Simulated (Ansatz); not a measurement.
`ClC[TeH]` + GeH₄ → `[GeH3][TeH]` + `CCl` at 600 K and 1 bar (formal exchange of groups at a Te–C bond).

Computed with Ansatz on PBE0-D4/def2-TZVP structures; ΔE is electronic, products minus reactants. CBS: MP2 limit from def2 TZ/QZ plus the TZ coupled-cluster correction, frozen cores. This one scheme is used for every species. def2 core potentials past Kr. For Ge, Te outer-core shells are correlated without core-valence functions, which leaves a few kJ/mol of doubt a bond. Scalar relativity is left out up to krypton.

```
      species  CCSD(T)/CBS energy (Eh)  H − E (kJ/mol)  S (J/(mol·K))
   `ClC[TeH]`               -767.34295           130.0          368.4
         GeH₄              -2078.49493           105.8          256.4
`[GeH3][TeH]`              -2346.24724           119.1          369.0
        `CCl`               -499.63220           125.0          268.9
```

H − E and S are ideal-gas, rigid-rotor, harmonic terms from PBE0-D4/def2-TZVP. 1 Eh = 2625.50 kJ/mol, R = 8.31446 J/(mol·K).

By hand: ΔE, ΔH, ΔS and ΔG.

ΔE = (-2346.24724) + (-499.63220) − (-767.34295) − (-2078.49493) = -0.04156 Eh = -109.1 kJ/mol. Δ(H − E) = 119.1 + 125.0 − 130.0 − 105.8 = 8.3, so ΔH = -100.8 kJ/mol. ΔS = 369.0 + 268.9 − 368.4 − 256.4 = 13.1 J/(mol·K). ΔG = -100.8 − 600 × (13.1)/1000 = -108.7 kJ/mol.

By hand: the equilibrium constant, and the temperature at which ΔG would vanish if ΔH and ΔS stayed fixed.

log₁₀ K = −ΔG/(RT ln 10) = 9.5. ΔH and −TΔS have one sign here, so there is no such temperature.

The number of gas molecules stays the same, so ΔS is small and ΔH decides. A doubt of 5 kJ/mol in ΔE shifts log₁₀ K by 0.4 here. These are equilibria of isolated gas molecules and say nothing of rates. Largest T1 diagnostic: 0.012 (customary marks: 0.02 for closed shells, 0.045 for open ones).
